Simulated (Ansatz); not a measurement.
The same atomization along the group B, Al, Ga, In.

Computed with Ansatz on PBE0-D4/def2-TZVP structures; ΔE is electronic, products minus reactants. CCSD(T)/CBS is the MP2 limit (def2-TZVPP, def2-QZVPP) plus CCSD(T) − MP2 in def2-TZVPP, frozen cores. This one scheme is used for every species, atoms too. DFT in def2-TZVPP. Open shells (•) are unrestricted, without spin–orbit coupling. Spin–orbit coupling would lower the free atoms: a little for Al, B, C, F; clearly for Ga; strongly for In. Elements past krypton have def2 core potentials. Bonds to Ga, In are less sure, by a few kJ/mol each and by 10 to 20 or more in all where they break to atoms, as the def2 sets lack core-valence functions. Scalar relativity is left out up to krypton.

| reaction | MP2/CBS(def2) (eV) | ωB97M-V (eV) | PBE0-D4 (eV) | r2SCAN-D4 (eV) | CCSD(T)/CBS(def2) (eV) |
| --- | --- | --- | --- | --- | --- |
| `C#CB(F)F` → 2 C• + 2 F• + H• + B• | 32.12 | 30.85 | 30.93 | 30.98 | 30.66 |
| `C#[C][Al]([F])[F]` → 2 C• + 2 F• + H• + Al• | 30.21 | 28.64 | 28.44 | 28.74 | 28.81 |
| `C#[C][Ga]([F])[F]` → 2 C• + 2 F• + H• + Ga• | 27.18 | 25.63 | 25.62 | 25.83 | 25.83 |
| `C#[C][In]([F])[F]` → 2 C• + 2 F• + H• + In• | 25.34 | 24.00 | 23.85 | 24.02 | 24.18 |

Largest T1 diagnostic: 0.018, for Al•.

For atomizations the MP2-based limit and the directly extrapolated one differ by several kJ/mol either way, and by 10 to 25 for some Ge, Se and Sn compounds, so smaller differences from it don't rank the levels.
